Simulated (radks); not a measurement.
Task: All-electron atom: Si in [Ne] 3s2 3p2. Calculated with a radial shooting solver on a logarithmic mesh with Libxc functionals: Dirac Kohn-Sham, PBE, spin-unpolarised, spherical densities, point nucleus; open shells fill j = l - 1/2 first. Some entries of the table are withheld. Estimate them.

orbital,occ.,eigenvalue (eV),<r^2> (bohr^2)
1s1/2,2,-1785.770,0.01668
2s1/2,2,-139.4586,0.3856
2p1/2,2,(1),(2)
2p3/2,4,(3),(4)
3s1/2,2,(5),5.457
3p1/2,2,(6),(7)
3p3/2,0,(8),(9)

Result: 
(1) 2p1/2 eigenvalue (eV): -95.9482
(2) 2p1/2 <r^2> (bohr^2): 0.3630
(3) 2p3/2 eigenvalue (eV): -95.3010
(4) 2p3/2 <r^2> (bohr^2): 0.3659
(5) 3s1/2 eigenvalue (eV): -10.7970
(6) 3p1/2 eigenvalue (eV): -4.0899
(7) 3p1/2 <r^2> (bohr^2): 9.390
(8) 3p3/2 eigenvalue (eV): -4.0584
(9) 3p3/2 <r^2> (bohr^2): 9.454
